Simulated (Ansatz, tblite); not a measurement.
Removing and adding an electron: `Sc1ccc(-c2ccc(-c3ccc(S)s3)s2)s1`. Charge 0, multiplicity 1. Geometry: PBE-D4/def2-SVP. Ansatz, gas phase; energy differences of separate SCF runs; the oxidised species was run as a doublet alone; the reduced species was run as a doublet alone.

```xyz
25

S     0.607   -4.248    5.350
C     0.562   -2.886    4.231
C     0.845   -1.543    4.441
C     0.688   -0.758    3.267
C     0.284   -1.486    2.151
C     0.025   -1.040    0.805
C    -0.379   -1.776   -0.310
C    -0.537   -0.993   -1.479
C    -0.258    0.361   -1.285
C    -0.308    1.450   -2.229
C    -0.032    2.803   -2.044
C    -0.190    3.591   -3.216
C    -0.594    2.843   -4.315
S    -0.892    3.469   -5.935
S    -0.775    1.159   -3.900
S     0.206    0.652    0.381
S     0.098   -3.184    2.574
H     1.003   -3.502    6.418
H     1.156   -1.139    5.414
H     0.865    0.326    3.232
H    -0.554   -2.861   -0.272
H    -0.848   -1.399   -2.451
H     0.281    3.212   -1.073
H    -0.016    4.674   -3.259
H    -1.236    2.276   -6.495
```

The xTB rows come from tblite. Single mean-field runs in def2-TZVP are fitted with def2-universal-jkfit.

Estimate orbital energies and vertical ionisation energies and electron affinities at: GFN1-xTB; GFN2-xTB; PBE-D4/def2-TZVP; PBE0-D4/def2-TZVP; ωB97X-V/def2-TZVP.


```csv
level,−HOMO (eV),vertical IE (eV),−LUMO (eV),vertical EA (eV),HOMO–LUMO gap (eV),IE − EA (eV),remarks
GFN1-xTB,10.06,11.98,8.20,6.20,1.86,5.78,–
GFN2-xTB,9.74,11.48,7.97,6.15,1.77,5.33,–
PBE-D4/def2-TZVP,4.48,6.25,2.56,0.85,1.91,5.40,HOMO above zero (-1 doublet)
PBE0-D4/def2-TZVP,5.27,6.48,1.98,0.84,3.29,5.65,HOMO above zero (-1 doublet)
ωB97X-V/def2-TZVP,7.17,6.74,0.22,0.67,6.94,6.07,"spin-contaminated (⟨S²⟩ 0.84) (+1 doublet), spin-contaminated (⟨S²⟩ 0.84) (-1 doublet)"
```

Relaxing the oxidised species (PBE-D4/def2-SVP) changes its energy by -0.10 eV at PBE-D4/def2-TZVP, so the adiabatic ionisation energy to this nearest minimum is 6.15 eV. At PBE0-D4/def2-TZVP it is 6.37 eV.     A HOMO above zero means that the electron is unbound at that level or that self-interaction error raises the level; the energy of removing that electron tells which. Raw xTB energy differences between charge states are shifted by several eV; the methods need an empirical correction for them. Sets without diffuse functions give affinities that are too small.
